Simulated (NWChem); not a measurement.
System: SiH2O, singlet; SMILES [SiH]O

The following NWChem deck was run.

```
start job
memory heap 200 mb stack 900 mb global 1100 mb
geometry units angstroms noautoz
  Si     0.139895    -0.633578     0.000000
  H     -1.400700    -0.853776     0.000000
  O      0.127129     1.035637     0.000000
  H     -0.721403     1.492208     0.000000
end
basis spherical
  * library def2-svpd
end
dft
  xc b3lyp
  iterations 150
end
tddft
  cis
  nroots 6
  notriplet
end
task tddft energy
```

Parts of the log:

```
             Northwest Computational Chemistry Package (NWChem) 7.3.0
             --------------------------------------------------------

 CS  symmetry detected

                             Geometry "geometry" -> ""
                             -------------------------

 Output coordinates in angstroms (scale by  1.889725989 to convert to a.u.)

  No.       Tag          Charge          X              Y              Z
 ---- ---------------- ---------- -------------- -------------- --------------
    1 Si                  14.0000     0.09960981    -0.63656176     0.00000000
    2 H                    1.0000    -1.44257791    -0.84531314     0.00000000
    3 O                    8.0000     0.09923985     1.03270201     0.00000000
    4 H                    1.0000    -0.74587823     1.49556167     0.00000000

 Effective nuclear repulsion energy (a.u.)      49.8482597900

      Symmetry information
      --------------------

 Group name             Cs
 Group number              2
 Group order               2
 No. of unique centers     4

                                 NWChem DFT Module
                                 -----------------

 Summary of "ao basis" -> "ao basis" (spherical)
 ------------------------------------------------------------------------------
       Tag                 Description            Shells   Functions and Types
 ---------------- ------------------------------  ------  ---------------------
 Si                        def2-svpd                10       24   5s3p2d
 H                         def2-svpd                 4        8   2s2p
 O                         def2-svpd                 9       23   4s3p2d

      Symmetry analysis of basis
      --------------------------

        a'         45
        a"         18

            General Information
            -------------------
          SCF calculation type: DFT
          Wavefunction type:  closed shell.
          No. of atoms     :     4
          No. of electrons :    24
           Alpha electrons :    12
            Beta electrons :    12
          Charge           :     0
          Spin multiplicity:     1
          Use of symmetry is: off; symmetry adaption is: on
          Maximum number of iterations: 150
          AO basis - number of functions:    63
                     number of shells:    27
          Convergence on energy requested:  1.00D-06
          Convergence on density requested:  1.00D-05
          Convergence on gradient requested:  5.00D-04

[...]

                                NWChem TDDFT Module
                                -------------------

            General Information
            -------------------
           No. of orbitals :     126
            Alpha orbitals :      63
             Beta orbitals :      63
        Alpha frozen cores :       0
         Beta frozen cores :       0
     Alpha frozen virtuals :       0
      Beta frozen virtuals :       0
         Spin multiplicity :       1
    Number of AO functions :      63
        Use of symmetry is : off
      Symmetry adaption is : on
         Schwarz screening :  0.10D-07

              XC Information
              --------------
                  B3LYP Method XC Potential
              Hartree-Fock (Exact) Exchange   0.20
                 Slater Exchange Functional   0.80 local
             Becke 1988 Exchange Functional   0.72 non-local
       Lee-Yang-Parr Correlation Functional   0.81
           VWN I RPA Correlation Functional   0.19 local

             TDDFT Information
             -----------------
          Calculation type : Tamm-Dancoff TDDFT
         Wavefunction type : Restricted singlets
          No. of electrons :      24
           Alpha electrons :      12
            Beta electrons :      12
              No. of roots :       6
          Max subspacesize :    5200
            Max iterations :     100
               Target root :       1
           Target symmetry : none
      Symmetry restriction : off
                 Algorithm : Optimal
        Davidson threshold :  0.10D-03

    6 smallest eigenvalue differences (eV)
--------------------------------------------------------
  No. Spin  Occ  Vir  Irrep   E(Occ)    E(Vir)   E(Diff)
--------------------------------------------------------
    1    1   12   13 a"       -0.240    -0.086     4.191
    2    1   12   14 a'       -0.240    -0.014     6.133
    3    1   11   13 a"       -0.357    -0.086     7.372
    4    1   12   15 a'       -0.240     0.035     7.479
    5    1   10   13 a'       -0.372    -0.086     7.783
    6    1   12   16 a'       -0.240     0.054     7.992
--------------------------------------------------------

  Entering Davidson iterations
  Restricted singlet excited states

  Iter   NTrls   NConv    DeltaV     DeltaE      Time
  ----  ------  ------  ---------  ---------  ---------
    1      6       0     0.21E+00   0.10+100        3.8
    2     12       0     0.22E-01   0.43E-01        4.4
    3     18       0     0.60E-02   0.16E-02        3.9
    4     24       1     0.19E-02   0.10E-03        4.4
    5     29       4     0.51E-03   0.10E-04        3.6
    6     31       6     0.76E-04   0.44E-06        2.8
  ----  ------  ------  ---------  ---------  ---------
  Convergence criterion met

  Ground state a'       -365.782053177817 a.u.

  ----------------------------------------------------------------------------
  Root   1 singlet a"             0.124950050 a.u.                3.4001 eV
  ----------------------------------------------------------------------------
     Transition Moments    X -0.00000   Y  0.00000   Z -0.64576
     Dipole Oscillator Strength                    0.0347361384
     Electric Quadrupole                           0.0000000561
     Magnetic Dipole                               0.0000019448
     Total Oscillator Strength                     0.0347381393

[...]
```

Level: B3LYP/def2-SVPD, TDA. Low-valent species are run as closed-shell singlets; no triplet was tried in these runs. The geometry was optimised at PBE0/def2-SVP.
